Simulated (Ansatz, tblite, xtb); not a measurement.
**InHBrClO (SMILES [OH][In]([Cl])[Br]): the dipole moment, rung by rung**

InHBrClO: 5 atoms, total charge 0, spin state singlet. SMILES: `[OH][In]([Cl])[Br]`. The shape is that of a PBE0-D4/def2-TZVP optimisation. This is one conformer, not always the lowest.

```xyz
5

O    -0.2572    1.5424    0.0127
In   -0.1018   -0.4089   -0.1228
Cl    1.7197   -1.4316    0.8641
Br   -1.7878   -1.6990   -1.2988
H     0.4771    1.9234    0.5034
```

Each level gives the dipole moment (D). The values are calculated.

```
                         level            kind  program  value (D)   CPU time
                      GFN2-xTB  semi-empirical   tblite       3.96  under 2 s
                     IPEA1-xTB  semi-empirical   tblite       1.72  under 2 s
                      GFN0-xTB  semi-empirical      xtb       0.77  under 2 s
                      GFN1-xTB  semi-empirical      xtb       1.36  under 2 s
                     HF/STO-3G    Hartree–Fock   Ansatz       1.75        3 s
                      HF/3-21G    Hartree–Fock   Ansatz       1.71      4.1 s
              HF/3-21G (sfX2C)    Hartree–Fock   Ansatz       1.65      4.8 s
  HF/def2-SVP (core potential)    Hartree–Fock   Ansatz       1.11      5.8 s
PBE/def2-TZVP (core potential)             GGA   Ansatz       0.99       23 s
                  r2SCAN/3-21G        meta-GGA   Ansatz       1.95       18 s
```

All-electron rows without a relativistic Hamiltonian named are non-relativistic, while core potentials hold scalar relativity, so basis and relativity change together. The values span 0.77 to 3.96 D. Magnitudes only: a small dipole may point the other way at some levels. Sets without polarisation functions give poor dipoles. Times are those of the runs behind each value, whatever else they computed, on shared processors of several kinds: orders of magnitude only.
